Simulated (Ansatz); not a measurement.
HKO (SMILES [OH][K]) moved off its minimum; all values from Ansatz (a program for electronic structure), cores frozen in correlated methods.
(charge 0, multiplicity 1)
```xyz
3

K     -0.01196     0.02214    -0.70632
O     -0.00916    -0.02493     1.49001
H     -0.01192    -0.00479     2.40738
```

Forces at HF/def2-TZVPP (eV/Å):

```tsv
atom	Fx	Fy	Fz
K1	0.000	0.000	-0.511
O2	0.000	0.001	-0.633
H3	-0.001	-0.001	1.144
```

Q: Give the forces (eV/Å), the total energy and the dipole at CCSD(T)/def2-TZVPPD.

A: 
```
atom      Fx      Fy      Fz
----  ------  ------  ------
K1     0.000   0.009  -0.914
O2     0.005  -0.036  -1.440
H3    -0.005   0.027   2.354
```
Energy -674.9223 hartree, dipole 7.55 D.
